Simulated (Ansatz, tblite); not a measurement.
Cost and result up the ladder for Sn7Ge7H20, an alloyed nanocrystal cut from the lattice of tin (7 Ge, random) (34 atoms). Total charge 0; singlet. Geometry: r2SCAN-D4/def2-SVP.

```xyz
34

Sn    2.394   -3.137    0.031
Sn   -2.305    2.329   -2.350
Sn    1.800    0.774   -1.617
Sn   -1.549   -1.809   -0.865
Ge   -0.254   -2.137    3.072
Ge   -0.841    1.524    1.538
Sn    2.975    0.330    2.497
Sn   -3.185   -0.313   -2.571
Ge    0.957   -1.711   -1.634
Ge    2.093   -2.133    2.431
Sn    0.315    2.427   -3.315
Ge   -2.307    2.939    0.201
Ge    1.485    1.685    0.824
Ge   -1.602   -0.792    1.552
H     4.056   -3.100   -0.414
H     1.872   -4.777    0.004
H    -3.339    3.421   -3.193
H     3.482    0.800   -2.004
H    -2.045   -3.460   -0.787
H    -0.795   -3.582    3.078
H    -0.390   -1.582    4.506
H    -0.910    2.039    2.998
H     4.626    0.392    2.018
H     2.853    0.972    4.088
H    -3.037   -0.885   -4.187
H    -4.839   -0.463   -2.117
H     1.086   -2.287   -3.065
H     2.875   -3.001    3.446
H     0.391    1.901   -4.952
H     0.943    4.029   -3.257
H    -1.876    4.409    0.388
H    -3.746    2.811    0.745
H     1.882    3.181    0.848
H    -3.062   -0.798    2.065
```

Ansatz on 2 threads of AMD EPYC 7R13 on a shared host and a share (18 GiB) of an NVIDIA H100 80GB HBM3; xTB runs through tblite on one thread. Times are rough, summed over both states, and most runs start from the orbitals of an earlier one. PBE0-D4/def2-SVP serves as the yardstick here, not as an exact answer. The other state is a triplet.

In the def2 sets Sn takes a core potential; there is no spin–orbit coupling. The xTB rows come from tblite. Single mean-field runs in def2-SVP are fitted with def2-universal-jkfit.

xTB has no spin-polarisation term.

| level | functions | vertical triplet (eV) | difference from PBE0-D4/def2-SVP (eV) |
| --- | --- | --- | --- |
| PBE0-D4/def2-SVP | 506 | 4.19 | 0.00 |
| GFN1-xTB | 166 | 2.94 | -1.25 |
| PBE-D4/def2-SVP (with forces) | 506 | 3.69 | -0.49 |
| GFN2-xTB | 146 | 2.21 | -1.98 |

(1) Estimate how long each takes.

Results:

(1) GFN1-xTB 0.4 s; GFN2-xTB 0.47 s; PBE-D4/def2-SVP (with forces) 18 s; PBE0-D4/def2-SVP 23 s. On shared hardware such times vary by a factor of up to 3.
